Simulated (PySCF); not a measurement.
Which method gave which barrier?

Saddle point of CH$_{8}$Ge, closed shell (GeH₄ + CH₄ → CH₆Ge ([CH3][GeH3]) + H₂; bonds formed: Ge1–C7, H2–H6; bonds broken: Ge1–H2, H6–C7), PBE0-D4/def2-TZVP structure:

Ge1  (-0.714, 0.404, -0.729)
H2  (0.795, 1.484, -0.469)
H3  (-0.287, 0.328, -2.204)
H4  (-1.543, 1.597, -0.230)
H5  (-1.640, -0.859, -0.510)
H6  (0.771, 0.518, 0.154)
C7  (0.578, -0.678, 0.822)
H8  (0.677, -1.618, 0.281)
H9  (-0.181, -0.747, 1.600)
H10  (1.544, -0.429, 1.285)
(Å)

Computed with PySCF 2.14 with density fitting (its default auxiliary sets; JK sets also for MP2 and CCSD(T)) (basis: def2-TZVPP, with def2-QZVPP for the basis limit); correlated methods freeze the cores. Filled d shells of the heavier atoms are correlated. The def2 sets are not built for correlating such inner shells, so the correlated values are less sure here. Extrapolation: Hartree–Fock as exp(−7.88 √X), correlation as X^−2.97. Four methods, as single points on the PBE0-D4 structures, gave these electronic barriers from the start structure: 3.517, 3.700, 4.121, 4.678 eV.

Q: The methods were, in alphabetical order, BHLYP-D4, HF, PBE-D4, r2SCAN-D4. Which gave which? (Judge from chemistry; the calculation decides.)

A: By the calculation: PBE-D4 3.517; r2SCAN-D4 3.700; BHLYP-D4 4.121; HF 4.678 eV. For comparison, CCSD(T) at an estimated basis limit (MP2 extrapolated from triple and quadruple zeta, plus CCSD(T) − MP2 in triple zeta) gives 3.968 eV.

No T1 diagnostic of these runs exceeds 0.012. The start structure is not quite a true minimum (one mode of 30i cm⁻¹). The end structure is not quite a true minimum (one mode of 28i cm⁻¹).

Labels in which every atom is bracketed show which atoms are joined, not bond orders.

For scale, one of the runs: CCSD(T)/def2-TZVPP, 191 basis functions, launched by `OMP_NUM_THREADS=4 python run.py`. The run took 3.6 min on 4 CPU threads of a Oxide Virtual Turin-like (shared host), with 2.3 GiB of host memory at its peak.
